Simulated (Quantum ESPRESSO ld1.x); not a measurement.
The numbers below are computed, except where a source is named.
Task: The mean radii <r> (bohr) of the occupied orbitals of an atom or ion are listed with their occupations. Level of theory: scalar-relativistic Kohn-Sham, exchange-only LDA, spin-polarised, spherical densities, point nucleus (ld1.x of Quantum ESPRESSO 7.5).

orbital  occ.      <r>
1s up       1  0.08592
1s down     1  0.08591
2s up       1   0.4119
2s down     1   0.4111
2p up       3   0.3723
2p down     3   0.3715
3p up       1    1.216
4f up       2    2.586

Name the element and its charge. Open shells, if any, are filled with parallel spins first.

Result: Z = 18, argon, charge +5: Ar5+ in [Ne] 3p1 4f2. The 1s radius gives Z: for a bare nucleus <r> = (2 gamma + 1)/(2Z) with gamma = sqrt(1 - (Z/c)^2), 0.08285 bohr for Z = 18, and screening makes it slightly larger (0.08592 here). The occupations add up to 13, and the charge is Z minus that.
